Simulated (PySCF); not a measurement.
CCl₃, multiplicity 2. Atoms are numbered in the order given.

```xyz
4

Cl    -1.4716    -0.8496    -0.0324
C      0.0000     0.0000     0.2758
Cl     1.4716    -0.8496    -0.0324
Cl     0.0000     1.6993    -0.0324
```
Charge 0, spin multiplicity 2.

Geometry: B3LYP-D3(BJ)/def2-SVP. The isomer is the one that the SMILES or the coordinates give; other isomers of the formula were not compared.

Computed with PBE/def2-TZVPD in PySCF.

Mulliken values depend strongly on the basis, most of all with diffuse functions as here. Atomic charges (e):

| atom | meta-Löwdin | Mulliken | Mulliken spin |
|---|---|---|---|
| Cl1 | (withheld) | -0.14 | 0.10 |
| C2 | (withheld) | 0.42 | 0.71 |
| Cl3 | (withheld) | -0.14 | 0.10 |
| Cl4 | (withheld) | -0.14 | 0.10 |

Q: Fill in the missing entries. (Estimate from the structure and the level; the computed values follow.)

A: 
- Cl1, meta-Löwdin: 0.04
- C2, meta-Löwdin: -0.12
- Cl3, meta-Löwdin: 0.04
- Cl4, meta-Löwdin: 0.04
